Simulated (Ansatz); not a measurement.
A nudged elastic band was laid between two geometries of AlBrF₂H₄OSi (10 atoms, charge 0, multiplicity 1).

Theory: Ansatz, RKS PBE0-D4/def2-SVP.

* movable images: 6
* climbing image: no
* spring: 5.0 eV/Å²
* optimiser: quadratic models (default)
* start path: through a guess of the saddle point
* force threshold: 0.05 eV/Å
* iteration limit: 60
* end points: relaxed

Image 0:

```xyz
10
Properties=species:S:1:pos:R:3
Al -0.251 -0.062 0.104
F -0.527 -0.278 1.739
O 1.108 -0.753 -0.601
Si 2.425 -1.439 -1.305
H 2.033 -2.661 -2.070
H 3.071 -0.471 -2.244
H 3.426 -1.826 -0.264
F -1.571 0.321 -0.822
Br 0.607 2.375 0.760
H 0.221 1.849 2.037
```

Image 7:

```xyz
10
Properties=species:S:1:pos:R:3
Al -0.042 0.428 -0.102
F -0.192 0.074 1.833
O 1.269 -0.493 -0.601
Si 2.429 -1.440 -1.287
H 1.801 -2.568 -2.039
H 3.262 -0.636 -2.229
H 3.310 -2.005 -0.221
F -1.583 0.094 -0.613
Br 0.341 2.616 0.496
H -0.054 0.985 2.096
```

Q: Which bonds break or form, and what moves?

A: Bonds broken: Br9–H10. Bonds formed: F2–H10.

Q: Give the energies along the band, and the barrier.

A: It converged. The highest image is number 3 of 0 to 7, 0.077 eV above the first end and 0.266 eV above the last; the last end lies 0.188 eV below the first. No image climbed, so the highest image needn't sit at the top of the path. The orbitals stay closed-shell, which can raise the energy where a bond breaks towards radicals; this wasn't checked here.

```
image  path coordinate (Å)  energy (eV)  Br9–H10 (Å)  F2–H10 (Å)
    0                 0.00        0.000         1.43        2.27
    1                 0.32        0.005         1.44        2.16
    2                 0.64        0.025         1.45        1.87
    3                 0.97        0.077         1.52        1.50
    4                 1.29        0.004         1.76        1.13
    5                 1.61       -0.173         2.12        0.98
    6                 1.93       -0.187         2.32        0.96
    7                 2.25       -0.188         2.32        0.96
```

Q: What is the geometry of the highest image?

A: 
```xyz
10
Properties=species:S:1:pos:R:3
Al -0.108 0.153 0.055
F -0.329 -0.068 1.756
O 1.285 -0.510 -0.600
Si 2.442 -1.449 -1.305
H 1.811 -2.639 -1.953
H 3.177 -0.665 -2.341
H 3.414 -1.923 -0.274
F -1.532 0.255 -0.781
Br 0.380 2.515 0.917
H 0.003 1.387 1.858
```

Time of the run: 4.9 min on 4 threads of Arm Neoverse V2 (shared host), peak memory 0.37 GiB.
